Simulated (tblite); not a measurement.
Compound: C3H11AsSi.
Atom-mapped SMILES: `[CH3:1][CH2:2][CH2:3][AsH:4][SiH3:5]` (hydrogens: H6, H7, H8 on C1; H9, H10 on C2; H11, H12 on C3; H13 on As4; H14, H15, H16 on Si5)

Computed with GFN2-xTB (tblite), gas phase: nudged elastic band of 9 images (0 to 8), spring 0.2 eV/Å², climbing image at the end, force threshold 0.05 eV/Å. The top image wasn't refined or checked by frequencies; at this threshold it can lie a kcal/mol or more above the true saddle point of the method.

The band describes a rotation about C2–C3 (chain CH2 carbon, chain CH2 carbon), followed by the dihedral C1–C2–C3–As4, from the optimised start (57°) to a second optimised geometry at 178°.

Question: Give the energy profile along the converged band.

Answer: 
```tsv
image	dihedral (°)	E (kJ/mol)	C2–C3 (Å)	C1···As4 (Å)	largest true force (eV/Å)
0	57	0.00	1.524	3.29	0.01
1	71	1.79	1.525	3.45	0.04
2	85	6.49	1.529	3.64	0.06
3	101	11.87	1.534	3.82	0.05
4	116	14.73	1.537	3.99	0.03
5	131	13.50	1.535	4.13	0.04
6	147	9.37	1.530	4.23	0.04
7	162	5.05	1.526	4.29	0.04
8	178	3.00	1.524	4.31	0.01
```

Barriers of this band. The top is image 4 at 116°: 14.73 kJ/mol forward and 11.73 kJ/mol back; the end lies 3.00 kJ/mol above the start. The central bond is 0.013 Å longer at the top than at the start.

Question: What rate follows at 298 K for crossing this barrier forward?

Answer: Taking the electronic barrier for the free energy of activation (no zero-point or entropy terms, transmission 1), rate = (kT/h)·exp(−ΔE/kT) ≈ 2 × 10^10 s⁻¹, whose inverse is 6 × 10^-11 s. An error of 1 kcal/mol in the barrier changes this by a factor of 5, and the method and the loose band can each miss by that much or more.

Question: How would the two end points share their population at 298 K, from these energies alone?

Answer: exp(−ΔE/kT) with ΔE = 0.031 eV gives 0.3 for the higher one (end) against 1 for the lower, without vibrational, rotational or degeneracy terms. GFN2-xTB can put conformers this close in the wrong order.

Question: How long is the path, and how are the images spaced?

Answer: Cartesian distances between aligned neighbours (all atoms, Å): 0.78, 0.78, 0.76, 0.76, 0.74, 0.75, 0.77, 0.88; the sum is 6.22 Å, and the top lies 50 % of the way along.

The cost below is that of the whole band run. The run took 9.0 s of wall time on one thread, Intel Xeon at 2.50 GHz (x86_64) (shared host), and the process peaked at 0.18 GiB of memory.
